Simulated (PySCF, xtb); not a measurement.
FeCl3, SMILES [Cl][Fe]([Cl])[Cl] (connectivity only; charge and spin as stated), neutral, multiplicity 6.

Harmonic wavenumbers (cm⁻¹) from GFN2-xTB (xtb) at its own minimum, in rising order: 81, 114, 114, 318, 352, 352.

Q: What does PySCF 2.14.0 with PBE0-D3(BJ)/def2-SVP give at its own minimum? (An estimate is asked for; the answer gives what the named calculation found.)

A: 91, 107, 107, 361, 474, 474. Paired by order, the mean absolute difference is 52 cm⁻¹ and the zero-point energies are 1.9 and 2.3 kcal/mol.
